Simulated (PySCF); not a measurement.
Species: CH7BSn.
Bonds: B1–Sn2, Sn2–C3. Hydrogens: H4, H5 on B1; H6, H7 on Sn2; H8, H9, H10 on C3.

Method used: PBE0-D3(BJ)/def2-SVP geometry optimisation, gas phase, def2 core potentials past Kr in PySCF.

(1) How far are the bound atoms from Sn2?

(2) List the angles at Sn2.

(3) What is the shape at Sn2?

(4) What are the other bond lengths?

(5) What are the rotational constants (commonest isotopes, rigid rotor)?

## Answers

(1) 4 atoms: H7 1.722 Å, H6 1.722 Å, C3 2.165 Å, B1 2.252 Å. The nearest atom not counted as bound is H10, at 2.73 Å.

(2) 
```csv
angle,degrees,distance of the outer atoms (Å)
B1–Sn2–H7,112.5,3.32
B1–Sn2–H6,112.4,3.32
B1–Sn2–C3,109.4,3.61
C3–Sn2–H7,107.5,3.15
C3–Sn2–H6,107.4,3.14
H6–Sn2–H7,107.3,2.77
```

(3) Tetrahedral: angles from 107.3° to 112.5°; τ4 = (360° − α − β)/141° = 0.96 with α and β the two widest (0 for a square, 1 for a tetrahedron).

(4) B1–H4, B1–H5 1.208 Å; C3–H8, C3–H9, C3–H10 1.099 Å.

(5) A = 9684, B = 4732, C = 3517 MHz: an asymmetric top.

Point group: near Cs, missed by 0.10 Å at most; the miss may be what the optimiser left on a soft mode. Charge 0, singlet. PBE0-D3(BJ)/def2-SVP frequencies: not computed here.

One conformer stands for the species.
